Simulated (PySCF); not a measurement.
Dipole response of Li (lithium, neutral)

[He] 2s1, 2S determinant. All numbers are calculated (PySCF 2.14, the non-relativistic Hamiltonian (point nucleus), in aug-cc-pCVQZ). Coupled (time-dependent) response in atomic units; α is the mean over directions.

| method | mean α (bohr³) | C₆ (like pair) | S(−4) |
| --- | --- | --- | --- |
| UHF | 169.9 | 1477 | 37240 |
| PBE | 142.0 | 1127 | 26170 |
| PBE0 | 146.7 | 1184 | 27910 |
| LC-wPBE | 160.5 | 1347 | 33790 |

S(−4) is the Cauchy moment in α(ω) = α(0) + S(−4) ω² + …

Reference α: 164.1 bohr³ (recommended; Schwerdtfeger and Nagle, table of static dipole polarizabilities (2023 update)). Published C₆: 1392 (Chu and Dalgarno (2004); Tang, Norbeck and Certain (1976)).

α(iu) at LC-wPBE:

```
u (hartree)  α(iu) (bohr³)
          0          160.5
     0.0500          105.4
      0.100          52.46
      0.200          18.04
      0.300          8.912
      0.500          3.599
      0.750          1.776
       1.00          1.097
       1.50         0.5754
       2.00         0.3709
       3.00         0.2003
       5.00        0.08864
```

A single London oscillator, α(iu) = α/(1 + u²/ω²), gives C₆ = (3/4) ω α². Matching the computed C₆ needs ω = 4 × 1347 / (3 × 160.5²) = 0.0697 hartree.
